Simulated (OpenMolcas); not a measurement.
# Co2+: effect of the metal basis

Co2+ with its 6 nearest fluoride ions at 2.045 Å, on the Zn site of KZnF3 (a = 4.054 Å, distance in the model lattice 2.027 Å). The rest of the host is ab initio model potentials to 7.6 Å and point charges beyond; the distance is set by hand and nothing relaxes.

```json
{
  "Program": "OpenMolcas",
  "Method": "CASSCF",
  "Spin-orbit coupling": "state interaction with AMFI integrals over the reference wave functions"
}
```

Fixed: ligand basis ANO-RCC-VDZP, active space 7 electrons in 5 orbitals (3d), DKH2 Hamiltonian.

States (labels of O, the rotations of Oh). Energies in cm-1 above the lowest state or level, χT in cm3 K/mol; under a threefold ground state the first gap can be a small split of the lowest multiplet, not the spin-orbit step; 10Dq and B are least-squares fits to the states below 45000 cm-1, weighted by degeneracy, with a free offset, and given where the rms deviation is under 5 % of |10Dq| (or 100 cm-1) and under 700 cm-1.

```tsv
Run	Metal basis	Ground state	First state of that spin	10Dq	B (rms of fit)	First gap with spin-orbit (degeneracies)	χT at 300 K	First state of another spin	Cost
A	ANO-RCC-VDZP	4T1	4T2 6179	6989	1215 (119)	359.3 (2, 4)	3.595	2E 15148	roughly 22 core-seconds
B	ANO-RCC-VTZP	4T1	4T2 5771	6529	1219 (115)	358.4 (2, 4)	3.621	2E 15577	roughly 26 core-seconds
```

Against A, |10Dq| changes by -6.6 % in B.

Costs are those of the RASSCF and RASSI steps.

An orbital triplet at a regular site is open to Jahn-Teller coupling, which can distort the site and quench the lowest spin-orbit gaps and is left out. Without dynamic correlation the repulsion within the d shell is too large (B by tens of per cent), so at a given field states of lower spin stand too high. Ligand-to-metal charge-transfer states are missing. With no ligand orbital active B as a rule stays too high, so bands that hang on it stand too high and its fall with covalency is understated. With metal d orbitals alone and no dynamic correlation 10Dq can be off by a tenth to a fifth, either way, in oxide and fluoride hosts. No measured value stands beside these numbers; the geometry was set by hand and not optimised.
